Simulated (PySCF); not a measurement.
Ti(F)3(NH2) (F3H2NTi), SMILES [NH2][Ti]([F])([F])[F], multiplicity 1.

Geometry: PBE0-D3(BJ)/def2-SVP. The spin state was assumed, not searched. The structure was generated by enumeration; whether it is a known compound was not checked. One conformer was computed; it need not be the lowest.

Method: PBE0-D3(BJ)/def2-SVP in PySCF.

Frequencies are harmonic and unscaled.

| mode | ν (cm⁻¹) | IR (km/mol) | moving atoms (share of kinetic energy) |
|---|---|---|---|
| 1 | 35 | 7.9 | H 70 %, F 26 % |
| 2 | 187 | 6.9 | F 79 %, N 14 % |
| 3 | 197 | 0.7 | F 37 %, N 26 %, H 22 %, Ti 14 % |
| 4 | 213 | 4.8 | F 57 %, Ti 22 %, N 11 %, H 9 % |
| 5 | 228 | 13.9 | F 54 %, Ti 20 %, N 17 %, H 9 % |
| 6 | 236 | 1.6 | F 66 %, H 28 % |
| 7 | 436 | 227.3 | H 71 %, N 26 % |
| 8 | 517 | 12.7 | H 75 %, N 20 % |
| 9 | 725 | 3.2 | F 71 %, N 25 % |
| 10 | 786 | 234.7 | Ti 36 %, N 35 %, F 21 % |
| 11 | 809 | 218.9 | F 61 %, Ti 38 % |
| 12 | 838 | 240.6 | F 57 %, Ti 40 % |
| 13 | 1478 | 48.1 | H 88 %, N 12 % |
| 14 | 3570 | 102.7 | H 96 % |
| 15 | 3678 | 54.2 | H 91 %, N 9 % |
